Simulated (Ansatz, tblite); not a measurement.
Forces on Sn4H8 at its PBE-D4/def2-SVP geometry. The state is a singlet with charge 0.

In the def2 sets Sn takes a core potential; there is no spin–orbit coupling. The xTB rows come from tblite. The structure comes from a short search, and lower isomers may exist.

GFN1-xTB (tblite), largest force 1.32 eV/Å:

```xyz
12
positions Å, forces eV/Å
Sn   -1.716   -0.912   -0.136    0.507    0.237    0.155
Sn    2.131    0.383   -0.107   -0.398   -0.178   -1.055
Sn   -0.083    0.573    1.650    0.693    0.050   -0.112
Sn    0.684   -0.095   -2.607   -0.626   -0.166    1.155
H     3.056    1.849    0.082   -0.024   -0.346    0.339
H    -3.100   -0.270   -0.962    0.179   -0.371   -0.042
H    -0.363    1.280   -2.078    0.244   -0.245   -0.179
H    -0.897    2.105    1.766   -0.125   -0.373    0.163
H    -2.056   -2.594    0.168   -0.110    0.284   -0.295
H     3.133   -0.869    0.581   -0.062    0.444    0.148
H    -0.223   -0.181    3.215   -0.353    0.189   -0.159
H    -0.566   -1.270   -1.570    0.075    0.475   -0.118
```

GFN2-xTB (tblite), largest force 1.23 eV/Å:

```
Sn -0.580 0.214 1.068
Sn -0.055 -0.033 -0.907
Sn 0.779 0.084 -0.119
Sn 0.353 0.156 -0.253
H 0.004 -0.263 0.378
H 0.135 -0.334 -0.081
H 0.041 0.012 -0.021
H -0.193 -0.251 0.147
H -0.102 0.165 -0.259
H 0.001 0.332 0.242
H -0.361 0.092 -0.021
H -0.020 -0.173 -0.174
```

PBE0-D4/def2-TZVP (Ansatz), largest force 0.37 eV/Å:

```
Sn -0.027 -0.130 -0.173
Sn 0.073 0.029 0.169
Sn -0.164 0.009 0.016
Sn -0.130 0.196 0.289
H -0.169 -0.261 -0.048
H 0.261 -0.111 0.159
H 0.158 -0.219 -0.061
H 0.162 -0.275 -0.022
H 0.060 0.313 -0.042
H -0.183 0.214 -0.130
H 0.041 0.138 -0.298
H -0.083 0.096 0.141
```
